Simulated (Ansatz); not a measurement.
`BN[SiH2]F` + `O[SiH](F)F` → `F[SiH2]O[SiH](F)F` + `BN`  (ligand exchange at the Si–N bond)

Calculated with Ansatz (gas phase, PBE0-D4/def2-TZVP geometries, no zero-point term in ΔE). CCSD(T)/CBS adds triple-zeta CCSD(T) − MP2 to the extrapolated MP2 energy (def2 sets, frozen cores). This one scheme is used for every species. Functionals use def2-TZVPP. HSE06 is defined as in plane-wave codes. One conformer a species, not always the lowest.

`BN[SiH2]F`:

```xyz
9

B    -1.140    1.049   -0.122
N    -0.469   -0.141   -0.444
Si    0.979   -0.711    0.304
F     2.249   -0.397   -0.614
H    -0.698    1.738    0.753
H    -2.133    1.351   -0.716
H    -0.860   -0.703   -1.188
H     0.921   -2.184    0.439
H     1.152   -0.003    1.587
```

`O[SiH](F)F`:

```xyz
6

O     0.381    0.378    1.155
Si    0.026   -0.260   -0.285
F     0.338    0.759   -1.456
F    -1.520   -0.583   -0.404
H    -0.036    1.189    1.449
H     0.811   -1.483   -0.458
```

`F[SiH2]O[SiH](F)F`:

Z-matrix (Å, degrees):
```
Si
O 1 1.626
F 1 1.590 2 108.4
H 1 1.476 2 110.2 3 117.8
H 1 1.475 2 108.4 3 -117.1
Si 2 1.605 1 155.1 3 -80.7
F 6 1.581 2 109.8 1 -1.9
F 6 1.578 2 108.8 1 -118.9
H 6 1.463 2 111.7 1 120.1
```

`BN`:

Z-matrix (Å, degrees):
```
B
N 1 1.385
H 1 1.197 2 119.0
H 1 1.197 2 119.0 3 -180.0
H 2 1.006 1 123.2 3 -0.0
H 2 1.006 1 123.2 3 180.0
```

```tsv
level	ΔE (kJ/mol)	difference from CCSD(T)/CBS
PBE-D4	-63.7	4.7
B97M-V	-71.6	-3.2
PBE0-D4	-66.2	2.2
r2SCANh-D4	-70.3	-1.9
r2SCAN	-69.7	-1.3
r2SCAN0	-70.2	-1.8
HSE06	-65.3	3.1
BHLYP	-75.0	-6.6
CAM-B3LYP	-72.9	-4.5
LC-ωPBE	-67.0	1.4
RPA@PBE/def2-TZVPP	-68.4	0.0
SCS-MP2/def2-TZVPP	-69.9	-1.5
CCSD/def2-TZVPP	-70.2	-1.8
CCSD(T)/def2-TZVPP	-68.4	0.0
SCS-MP2/def2-QZVPP	-70.5	-2.1
CCSD/CBS(def2)	-70.3	-1.9
CCSD(T)/CBS	-68.4	0
```

Largest T1 diagnostic among the species: 0.012.

From BLYP to BHLYP (50 % exact exchange), in def2-TZVPP and without D4, ΔE moves by −4.7 kJ/mol. Leaving LDA and LC-ωPBE aside and taking each functional with its dispersion term where it has one, the values, not all of them listed here, spread over 14.8 kJ/mol, from BHLYP-D4 to revPBE-D4.
